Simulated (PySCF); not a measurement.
# Electron correlation in Ir³⁺ (iridium, charge +3)

Starting occupation: [Xe] 4f14 5d6, 5d3/2 with m_j = -3/2, -1/2, +1/2, +3/2, 5d5/2 with m_j = +3/2, +5/2. Computed with PySCF 2.14 in x2c-QZVPPall-2c (16s16p12d7f2g, 191 functions), with X2C-1e with screened-nucleus spin-orbit coupling, Gaussian nucleus. Frozen: [Kr] 4d10 4f14; 14 electrons correlated; the 58 highest virtual spinors left out.

MP2 pair energies summed by pair of shells (mhartree):

| pair | energy | share (%) |
| --- | --- | --- |
| 5d-5p | -152.78 | 41.3 |
| 5d-5d | -96.93 | 26.2 |
| 5p-5p | -63.51 | 17.2 |
| 5p-5s | -29.08 | 7.9 |
| 5d-5s | -22.82 | 6.2 |
| 5s-5s | -4.44 | 1.2 |

Total MP2 correlation energy: -369.56 mhartree.

The GHF reference relaxed away from the jj start to a determinant that is no pure jj level (⟨S²⟩ = 5.73, ⟨J²⟩ = 20.04); the energies belong to that determinant.

This basis was not built for core-valence correlation, so the inner-shell part is incomplete.
